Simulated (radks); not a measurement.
Q: These are the eigenvalues of the occupied orbitals of an atom or ion with whole-number occupations (eV). Method: Dirac Kohn-Sham, PBE, spin-unpolarised, spherical densities, finite nucleus; Fermi nuclear charge, rms radius of each element as measured or else 0.836 A^(1/3) + 0.57 fm; computed with a radial shooting solver on a logarithmic mesh with Libxc functionals.

| orbital | eigenvalue |
|---|---|
| 1s1/2 | -65194.42 |
| 2s1/2 | -11156.37 |
| 2p1/2 | -10657.85 |
| 2p3/2 | -9466.057 |
| 3s1/2 | -2554.331 |
| 3p1/2 | -2332.864 |
| 3p3/2 | -2077.453 |
| 3d3/2 | -1701.911 |
| 3d5/2 | -1646.202 |
| 4s1/2 | -527.4829 |
| 4p1/2 | -436.6695 |
| 4p3/2 | -378.2458 |
| 4d3/2 | -228.8556 |
| 4d5/2 | -218.1589 |
| 5s1/2 | -82.9715 |
| 5p1/2 | -57.0182 |
| 5p3/2 | -49.0065 |
| 4f5/2 | -33.9577 |
| 4f7/2 | -32.2091 |
| 6s1/2 | -15.4909 |
| 7s1/2 | -5.0741 |

Which element is it, and in what charge state? The configuration may be excited. Open shells, if any, fill j = l - 1/2 first.

A: Z = 72, hafnium, charge +1: Hf+ in [Xe] 4f14 6s2 7s1. The list shows which subshells hold electrons but not how many an open one holds; the 1s level, -2395.9 hartree, gives Z - s = 69.2 by -(Z - s)^2/2, which with screening and relativity narrows Z to a few neighbours, and the depths of the outer levels then fix element, charge and occupations together.
